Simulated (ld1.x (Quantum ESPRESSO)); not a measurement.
# An all-electron radial function and its pseudo partner (H)

Columns: radius, all-electron u(r) and pseudo u(r) of the 1s shell (level -12.34 eV) of hydrogen in the configuration 1s0.5; LDA (PZ), scalar-relativistic, TM semilocal scheme, ld1.x (Quantum ESPRESSO) 7.5.

```
r (bohr)  all-electron  pseudo
   0.054        0.1062  0.0882
   0.108        0.2012  0.1749
   0.162        0.2857  0.2583
   0.216        0.3607  0.3371
   0.270        0.4268  0.4099
   0.324        0.4847  0.4755
   0.378        0.5352  0.5333
   0.432        0.5788  0.5827
   0.486        0.6161  0.6239
   0.540        0.6478  0.6573
   0.594        0.6741  0.6836
   0.648        0.6958  0.7038
   0.702        0.7131  0.7191
   0.756        0.7265  0.7304
   0.810        0.7363  0.7384
   0.864        0.7430  0.7439
   0.918        0.7467  0.7470
   0.972        0.7479  0.7479
   1.026        0.7468  0.7468
   1.080        0.7435  0.7435
   1.134        0.7385  0.7385
   1.188        0.7317  0.7317
   1.242        0.7236  0.7236
   1.296        0.7142  0.7142
   1.350        0.7036  0.7036
   1.404        0.6921  0.6921
```

How many radial nodes do the two functions have?

The all-electron 1s function has n − l − 1 = 0; the pseudo-wave has 0.

At about which radius was the pseudo-wave matched?

1.08 bohr. The columns agree to 0.0005 from 0.92 bohr on; several derivatives are matched, so the curves merge somewhat inside the radius.

Where does each function peak?

Outermost all-electron maximum near 0.97 bohr, pseudo maximum near 0.97 bohr (to the table’s step).

Is the pseudo-wave norm-conserving?

Yes: the TM semilocal scheme keeps the norm inside the radius equal to the all-electron one, which fixes the energy derivative of the logarithmic derivative at the level.
